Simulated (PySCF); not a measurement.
C2H7FSi2, SMILES F[SiH2]/C=C/[SiH3].

The structure is a stationary point at B3LYP-D3(BJ)/def2-SVP. The structure was generated by enumeration; whether it is a known compound was not checked. The values are those of a single conformer.

Computed with B3LYP-D3(BJ)/def2-SVP (PySCF).

Frequencies are harmonic and unscaled.

Computed harmonic wavenumbers and intensities:
```
mode  ν (cm⁻¹)  IR (km/mol)  Raman (Å⁴/amu)  depolarisation  moving atoms (share of kinetic energy)
----  --------  -----------  --------------  --------------  --------------------------------------
1           61          0.6             2.2            0.75         H 41 %, F 30 %, C 19 %, Si 10 %
2          100          1.7             0.2            0.75         H 34 %, F 27 %, C 24 %, Si 15 %
3          135          0.2             2.7            0.75                          H 62 %, C 34 %
4          159          0.8             0.1            0.69                 C 51 %, H 32 %, Si 16 %
5          258          1.7             5.5            0.30         Si 50 %, C 18 %, H 16 %, F 16 %
6          293          8.7             2.9            0.55         Si 30 %, C 29 %, H 23 %, F 17 %
7          542          1.7            13.2            0.60                  H 74 %, Si 17 %, C 9 %
8          602         36.7             7.0            0.64                 H 72 %, C 14 %, Si 13 %
9          653        102.5             0.8            0.75                 H 73 %, Si 16 %, C 10 %
10         740         61.0             0.7            0.57                 C 60 %, Si 24 %, H 14 %
11         751         19.6            11.7            0.71                                  H 86 %
12         803         34.2             1.3            0.30                          H 50 %, C 42 %
13         824          4.2            12.2            0.59                  H 47 %, C 42 %, Si 9 %
14         864         25.5             5.6            0.66                 F 50 %, H 26 %, Si 22 %
15         922        645.2             3.4            0.74                         H 86 %, Si 12 %
16         943         43.7            22.9            0.75                                  H 97 %
17         950         34.6            26.0            0.73                         H 86 %, Si 12 %
18         958         35.3            38.4            0.66                                  H 95 %
19         966        163.5            13.4            0.60                         H 80 %, Si 16 %
20        1046         19.7             0.1            0.68                                  H 92 %
21        1191         46.3             0.1            0.70                          H 86 %, C 13 %
22        1303          0.7            20.8            0.26                          H 78 %, C 22 %
23        1635          6.7            29.4            0.26                                  C 95 %
24        2215        107.6           144.2            0.51                                  H 96 %
25        2218        110.4           220.3            0.07                                  H 98 %
26        2231         85.2            79.9            0.59                                  H 96 %
27        2239        109.0           248.1            0.10                                  H 98 %
28        2247        134.1            61.6            0.57                                  H 96 %
29        3096          3.5           105.6            0.32                           H 92 %, C 8 %
30        3110          7.2            40.6            0.33                                  H 92 %
```
